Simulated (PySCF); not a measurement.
Solvent effects on NMR parameters

Geometry:
```json
{"atom": "C1", "x (Å)": "-3.482", "y (Å)": "-0.544", "z (Å)": "0.360"}
{"atom": "C2", "x (Å)": "-3.414", "y (Å)": "0.963", "z (Å)": "0.032"}
{"atom": "C3", "x (Å)": "-1.952", "y (Å)": "1.204", "z (Å)": "-0.362"}
{"atom": "N4", "x (Å)": "-1.238", "y (Å)": "0.079", "z (Å)": "0.211"}
{"atom": "C5", "x (Å)": "0.126", "y (Å)": "-0.082", "z (Å)": "-0.219"}
{"atom": "C6", "x (Å)": "1.033", "y (Å)": "1.090", "z (Å)": "0.182"}
{"atom": "C7", "x (Å)": "2.492", "y (Å)": "0.654", "z (Å)": "0.067"}
{"atom": "N8", "x (Å)": "2.570", "y (Å)": "-0.695", "z (Å)": "0.597"}
{"atom": "Si9", "x (Å)": "1.067", "y (Å)": "-1.554", "z (Å)": "0.544"}
{"atom": "C10", "x (Å)": "-2.098", "y (Å)": "-1.061", "z (Å)": "-0.018"}
{"atom": "H11", "x (Å)": "-3.657", "y (Å)": "-0.694", "z (Å)": "1.435"}
{"atom": "H12", "x (Å)": "-4.283", "y (Å)": "-1.068", "z (Å)": "-0.181"}
{"atom": "H13", "x (Å)": "-3.691", "y (Å)": "1.566", "z (Å)": "0.909"}
{"atom": "H14", "x (Å)": "-4.096", "y (Å)": "1.248", "z (Å)": "-0.782"}
{"atom": "H15", "x (Å)": "-1.846", "y (Å)": "1.217", "z (Å)": "-1.472"}
{"atom": "H16", "x (Å)": "-1.557", "y (Å)": "2.161", "z (Å)": "0.012"}
{"atom": "H17", "x (Å)": "0.185", "y (Å)": "-0.206", "z (Å)": "-1.332"}
{"atom": "H18", "x (Å)": "0.848", "y (Å)": "1.990", "z (Å)": "-0.428"}
{"atom": "H19", "x (Å)": "0.804", "y (Å)": "1.346", "z (Å)": "1.230"}
{"atom": "H20", "x (Å)": "2.818", "y (Å)": "0.712", "z (Å)": "-0.993"}
{"atom": "H21", "x (Å)": "3.139", "y (Å)": "1.348", "z (Å)": "0.633"}
{"atom": "H22", "x (Å)": "3.493", "y (Å)": "-1.084", "z (Å)": "0.730"}
{"atom": "H23", "x (Å)": "0.546", "y (Å)": "-1.981", "z (Å)": "1.883"}
{"atom": "H24", "x (Å)": "1.074", "y (Å)": "-2.775", "z (Å)": "-0.329"}
{"atom": "H25", "x (Å)": "-1.779", "y (Å)": "-1.928", "z (Å)": "0.585"}
{"atom": "H26", "x (Å)": "-2.080", "y (Å)": "-1.378", "z (Å)": "-1.088"}
```

GIAO PBE0/pcSseg-1 in PySCF 2.14 on one PBE0-D3(BJ)/def2-SVP conformer, non-relativistic, equivalent nuclei averaged. Solvents enter as an IEF-PCM continuum (chloroform with ε = 4.7, dichloromethane with ε = 8.9) around the gas-phase geometry. Shifts are referred to TMS computed in the same medium.

Gas phase, δ in ppm: C3/C10 57.1, C5 52.4, C7 46.9, C6 36.3, C1/C2 25.5, Si9 -23.5, H23 4.87, H24 4.84, H21 3.22, H20 3.08, H16/H26 2.44, H15/H25 2.04, H18 1.95, H17 1.83. Dipole moment 0.98 D.

Problem. How does each δ change in the continuum?

Solution. 
```tsv
atoms	environment	Δδ, chloroform	Δδ, dichloromethane
C3/C10	sp3 CH2 bonded to N	+0.6	+0.7
C5	sp3 CH bonded to N and Si	+0.8	+0.9
C7	sp3 CH2 bonded to N	+0.5	+0.6
C6	sp3 CH2 in a ring	+0.9	+1.2
C1/C2	sp3 CH2 in a ring	+0.4	+0.5
Si9	silicon bonded to C, N, 2 H, in a 5-membered ring	-0.4	-0.4
H23	hydrogen on a silicon bonded to C, N, in a 5-membered ring	-0.10	-0.13
H24	hydrogen on a silicon bonded to C, N, in a 5-membered ring	-0.08	-0.09
H21	hydrogen on an sp3 CH2 bonded to N	+0.04	+0.05
H20	hydrogen on an sp3 CH2 bonded to N	0.00	0.00
H16/H26	hydrogen on an sp3 CH2 bonded to N	+0.04	+0.05
H15/H25	hydrogen on an sp3 CH2 bonded to N	+0.02	+0.03
H18	hydrogen on an sp3 CH2 in a ring	+0.10	+0.13
H17	hydrogen on an sp3 CH bonded to N and Si	+0.06	+0.08
```

Changes are relative to the gas phase. The dipole moment becomes 1.30 D in chloroform, 1.39 D in dichloromethane.

Problem. Which nuclei move most (in ppm), and what does the model miss?

Solution. C6 (sp3 CH2 in a ring, +1.2 ppm) in dichloromethane. A continuum only polarises the solute; specific hydrogen bonds, the anisotropy of aromatic solvents and changes of geometry or conformer are outside it.
